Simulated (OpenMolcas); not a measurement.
# Ar3+: RASPT2 settings compared

- Program: OpenMolcas
- Basis: ANO-R3 [6s5p4d2f1g]
- Scalar Hamiltonian: X2C, finite nucleus
- Active space: 5 electrons in 9 orbitals (RAS2 3s 3p; RAS3 3d, at most 2 electrons)
- State averaging: 2S+1 = 4 odd, 1 root; 2S+1 = 2 odd, 11 roots; 2S+1 = 4 even, 3 roots; 2S+1 = 2 even, 9 roots
- Spin-orbit coupling: state interaction with AMFI integrals over the reference wave functions, term energies averaged over their components

Methods on the same reference wave functions:
A. RASSCF
B. SS-RASPT2, IPEA 0.6 Eh, imaginary shift 0.5 Eh (closed shells correlated: 2s 2p)
C. SS-RASPT2, IPEA 0.5 Eh, sigma2 regulariser 0.2 Eh (closed shells correlated: 2s 2p)
D. MS-RASPT2, IPEA 0.6 Eh, imaginary shift 0.5 Eh (closed shells correlated: 2s 2p)
E. XMS-RASPT2, IPEA 0.2 Eh, imaginary shift 0.4 Eh (closed shells correlated: none)

Energies in cm⁻¹ above 3s² 3p³ ⁴S°_3/2, the measured ground level; measured values from Saloman, J. Phys. Chem. Ref. Data 39, 033101 (2010).

```json
{"Level": "3s² 3p³ ⁴S°_3/2", "A": "0.0", "B": "0.0", "C": "0.0", "D": "0.0", "E": "0.0", "Measured": "0.0"}
{"Level": "3s² 3p³ ²D°_3/2", "A": "25076", "B": "21410", "C": "21390", "D": "21410", "E": "21490", "Measured": "21091"}
{"Level": "3s² 3p³ ²D°_5/2", "A": "25180", "B": "21510", "C": "21490", "D": "21510", "E": "21590", "Measured": "21220"}
{"Level": "3s² 3p³ ²P°_1/2", "A": "39216", "B": "35550", "C": "35520", "D": "35470", "E": "35750", "Measured": "34855"}
{"Level": "3s² 3p³ ²P°_3/2", "A": "39325", "B": "35660", "C": "35630", "D": "35590", "E": "35870", "Measured": "35032"}
{"Level": "3s 3p⁴ ⁴P_5/2", "A": "117321", "B": "117450", "C": "117440", "D": "117460", "E": "116910", "Measured": "117563"}
{"Level": "3s 3p⁴ ⁴P_3/2", "A": "118177", "B": "118310", "C": "118290", "D": "118310", "E": "117760", "Measured": "118516"}
{"Level": "3s 3p⁴ ⁴P_1/2", "A": "118667", "B": "118800", "C": "118780", "D": "118800", "E": "118250", "Measured": "119043"}
{"Level": "3s 3p⁴ ²D_3/2", "A": "150111", "B": "147430", "C": "147360", "D": "147430", "E": "147140", "Measured": "145921"}
{"Level": "3s 3p⁴ ²D_5/2", "A": "150153", "B": "147470", "C": "147400", "D": "147470", "E": "147180", "Measured": "145999"}
```

Deviations, from unrounded energies. A percentage is the sum of absolute deviations over the sum of measured energies, with the sign that they share, or ± where signs differ.

```csv
Against measurement,Levels,A,B,C,D,E
mean absolute deviation (cm-1),9,2900,610,590,590,790
other terms of the ground configuration (%),4,+14.8,+1.7,+1.6,+1.6,+2.2
other configurations (%),5,±1.4,±0.5,±0.5,±0.5,±0.7
```

B, C, D lie about equally close to measurement and A furthest from it. The largest miss of C in the table is 3s 3p⁴ ²D_3/2, by +1400 cm-1. The ranking rests on the paired levels alone, and a cruder setting can come out closer through cancelling errors.

Among B to E the level of the table that moves most is 3s 3p⁴ ⁴P_3/2, by 550 cm-1 (lowest in E, highest in D). Moves below CASPT2's spread within the term are not significant.

The mean deviations of B to E differ by less than CASPT2's widest spread within a term (300 cm-1), so their order carries little weight.

From A to B the spin-free energies of the other terms of 3s² 3p³ shown, above ⁴S°, scale by factors of 0.85 to 0.91.

The lowest spin-free term lies below A's lowest term by 0.280 hartree in B, 0.281 hartree in C, 0.280 hartree in D, 0.033 hartree in E.

CASPT2 breaks the degeneracy within a term, and the mean is taken; among the terms shown or strongly mixed into the levels shown the widest spread is 300 cm-1 (3s 3p⁴ ²D, D). The run also gave levels led by 3s² 3p² 3d, which use shells meant for correlation; these and all levels above them are left out. Some terms mix strongly with configurations of 3d, whose occupation reaches 0.30 (3s 3p⁴ ⁴P, 3s 3p⁴ ²D). Measured partners are found by configuration, term and J. A level has none where our copy of the source lacks it or the pairing is in doubt (some pairs that miss far off the trend of their configuration count as doubtful), and it then counts in no deviation. Levels of configurations outside the active space are missing. The table leaves out levels that lie high or whose names do not pair safely across all columns.

° marks odd parity.
